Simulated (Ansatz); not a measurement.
Al9P9H24⁻, a nanocrystal cut from wurtzite AlP (hydrogen-capped). Total charge -1; doublet. Geometry PBE-D4/def2-SVP, that of the neutral singlet.

```xyz
42

Al    4.596   -0.113    1.482
P     3.991    2.040    0.421
P     2.414   -1.127    1.215
Al    0.736   -0.064    2.544
Al    1.792    2.509   -0.462
P     0.313    2.010    1.356
P    -1.311   -1.271    2.289
Al   -3.081   -0.408    3.698
Al   -1.937    2.364    0.612
P    -3.294    1.757    2.516
Al    1.868   -1.540   -1.075
P     1.342    0.670   -1.930
P    -0.232   -2.678   -1.162
Al   -2.039   -1.691    0.051
Al   -0.855    0.956   -2.841
P    -2.206    0.533   -0.908
Al   -0.858   -3.308   -3.413
P    -1.178   -0.993   -4.230
H     4.882    0.229    3.021
H     5.665   -0.792    0.500
H     4.305    3.130    1.293
H     4.912    2.353   -0.629
H     2.536   -2.436    1.787
H     1.161    0.222    4.056
H     1.646    3.964   -1.101
H     0.545    3.061    2.302
H    -1.017   -2.573    2.812
H    -2.525   -0.049    5.157
H    -4.457   -1.184    3.427
H    -2.257    3.813    0.023
H    -3.181    2.842    3.442
H    -4.650    1.975    2.118
H     3.034   -2.219   -1.929
H     2.219    0.881   -3.044
H     0.013   -3.916   -0.480
H    -3.429   -2.469   -0.066
H    -1.125    2.340   -3.591
H    -3.553    0.658   -1.381
H     0.403   -3.880   -4.219
H    -2.315   -3.977   -3.434
H    -0.398   -0.769   -5.409
H    -2.474   -0.848   -4.818
```

Single mean-field runs in def2-TZVP are fitted with def2-universal-jkfit. At PBE-D4/def2-TZVP, PBE0-D4/def2-TZVP the highest occupied level of the charge -1 doublet lies above zero (up to 0.52 eV). By energy differences its removal costs 1.03 eV (vertical, to the charge 0 singlet, at PBE-D4/def2-TZVP); self-interaction error and the lack of diffuse functions both raise the level. At PBE-D4/def2-TZVP the gap within one spin of the charge -1 doublet nearly closes, so an electron or hole may be smeared out by delocalisation error.

Task: Estimate the α-spin orbital energies around the gap (eV) in Ansatz with PBE-D4/def2-TZVP, PBE0-D4/def2-TZVP.

Result: 
```tsv
orbital	PBE-D4/def2-TZVP	PBE0-D4/def2-TZVP
HOMO−5	-3.94	-4.96
HOMO−4	-3.84	-4.89
HOMO−3	-3.75	-4.76
HOMO−2	-3.43	-4.42
HOMO−1	-3.43	-4.42
HOMO	0.52	0.24
LUMO	0.56	1.32
LUMO+1	0.56	1.32
LUMO+2	0.91	1.65
LUMO+3	1.05	1.81
LUMO+4	1.05	1.81
LUMO+5	1.17	1.92
β HOMO	-3.41	-4.39
β LUMO	0.59	1.35
```
